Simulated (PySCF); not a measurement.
# SeF₄: breathing scan

All numbers come from PBE/[Se def2-TZVP, F def2-TZVP], no relativity, density fitting, PySCF.

Rigid scan from the singlet minimum (Se–F 1.729 Å (×2), Se–F 1.811 Å (×2); F–Se–F 87.1° (×4), F–Se–F 100.0°, F–Se–F 171.1°). Coordinate: all bonds to the central atom scaled together. Energies in kJ/mol from the minimum.

```tsv
scale of all bonds to the centre	E (kJ/mol)	dipole size (D)
0.88	341.8	0.52
0.92	131.6	0.96
0.96	28.7	1.36
1.00	0.0	1.73
1.04	22.2	2.05
1.08	78.9	2.34
1.14	202.8	2.69
1.22	400.9	3.05
1.35	723.3	3.43
```

At long bonds a restricted determinant can lie too high, and another spin state can fall below this curve.

The scan took 44 s on 4 threads of a shared Intel Xeon Platinum 8259CL @ 2.50GHz (Skylake/Cascade Lake) host; the process peaked at 1.8 GiB. Launch command: `OMP_NUM_THREADS=4 python axn.py task.json out`.
